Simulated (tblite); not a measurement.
C₈H₉FOS.
Geometry (GFN2-xTB, Å), atoms numbered from 1 in this order:
```
atom  x, y, z in Å
C1     2.646    0.504    0.193
S2     1.576    0.812   -1.289
O3     1.234    2.234   -1.254
C4     0.173   -0.142   -0.609
C5     0.191   -1.492   -0.921
C6    -0.811   -2.330   -0.467
C7    -1.844   -1.803    0.289
C8    -1.870   -0.452    0.586
C9    -0.863    0.399    0.144
C10   -0.906    1.864    0.475
F11   -1.970    2.158    1.292
H12    2.846   -0.559    0.251
H13    2.146    0.850    1.090
H14    3.568    1.056    0.047
H15    1.002   -1.877   -1.522
H16   -0.788   -3.383   -0.705
H17   -2.636   -2.444    0.646
H18   -2.679   -0.044    1.173
H19   -0.005    2.189    1.007
H20   -1.013    2.472   -0.429
```

Level: GFN2-xTB in tblite, geometry and Hessian alike; calculated harmonic values, unscaled, isolated species. Against measured fundamentals such values can be off by several per cent, at times by over 20. One conformer, not necessarily the lowest.

Harmonic wavenumbers (cm⁻¹): 45.1, 77.9, 94.6, 130.3, 171.3, 173.6, 221.5, 253.1, 280.4, 338.6, 386.3, 411.9, 476.9, 481.4, 574.9, 654.8, 661.5, 665.7, 768.6, 808.3, 875.9, 883.5, 886.0, 915.7, 930.1, 952.3, 1016.4, 1055.5, 1098.0, 1135.2, 1154.0, 1179.3, 1203.7, 1221.7, 1256.8, 1282.3, 1299.3, 1326.7, 1417.4, 1424.9, 1436.6, 1448.8, 1461.5, 1572.1, 1595.2, 2938.3, 2957.2, 3057.0, 3067.8, 3077.4, 3079.4, 3088.1, 3098.9, 3108.3.

A = 1208, B = 894.2, C = 574.3 MHz; mass 172.036 u (most abundant isotopes); point group C1, symmetry number 1.

Problem. What is the zero-point energy?

Solution. ½Σν̃ = 32589 cm⁻¹ = 389.85 kJ/mol.

Problem. Give the ideal-gas entropy at 200 K and 1 bar in the rigid-rotor, harmonic-oscillator model (classical rotation).

Solution. Translation 164.76, rotation 123.17, vibration 91.36: S = 379.3 J/(mol K).

Problem. And Cp and H(200 K) − H(0)?

Solution. Cp = 133.81 J/(mol K), of which vibrations give 100.55 (their classical limit is 54 R = 449.0); H(200 K) − H(0) = 16.78 kJ/mol without the zero-point energy, 10.13 from vibrations.

Problem. Which modes carry the vibrational entropy at 200 K?

Solution. 45.1 cm⁻¹: 17.71; 77.9 cm⁻¹: 13.24; 94.6 cm⁻¹: 11.67; 130.3 cm⁻¹: 9.15; 171.3 cm⁻¹: 7.08; 173.6 cm⁻¹: 6.99 J/(mol K); the other 48 give 25.52 together.

Problem. How do the functions run with temperature in this model?

Solution. 
| T (K) | S (J/(mol K)) | Cp (J/(mol K)) | H − H(0) (kJ/mol) | G − H(0) (kJ/mol) | ln q(vib) |
| --- | --- | --- | --- | --- | --- |
| 50 | 255.7 | 57.6 | 2.13 | -10.65 | 0.54 |
| 100 | 304.7 | 86.2 | 5.75 | -24.72 | 1.87 |
| 298.15 | 441.5 | 181.1 | 32.23 | -99.40 | 7.87 |
| 373.15 | 485.9 | 216.0 | 47.13 | -134.19 | 10.13 |
| 500 | 556.4 | 266.2 | 77.85 | -200.37 | 13.90 |
| 750 | 678.2 | 333.2 | 153.50 | -355.16 | 21.04 |
| 1000 | 780.2 | 374.8 | 242.37 | -537.82 | 27.62 |

q(vib) and H(0) count from the zero-point level.

Problem. Blend soft modes into free rotors: weight 1/[1 + (100 cm⁻¹/ν̃)⁴] for the oscillator and the rest for a rotor with moment μB/(μ + B), μ = h/(8π²ν), B = 10⁻⁴⁴ kg m². What vibrational entropy results?

Solution. 85.79 J/(mol K) in place of 91.36, which changes −T·S at 200 K by +1.12 kJ/mol.

Hindered rotation and anharmonicity are outside this model. Other conformers, if any are populated, would add a mixing term that is left out. The structure is chiral; the term R ln 2 for an equal mix with its mirror image is left out.
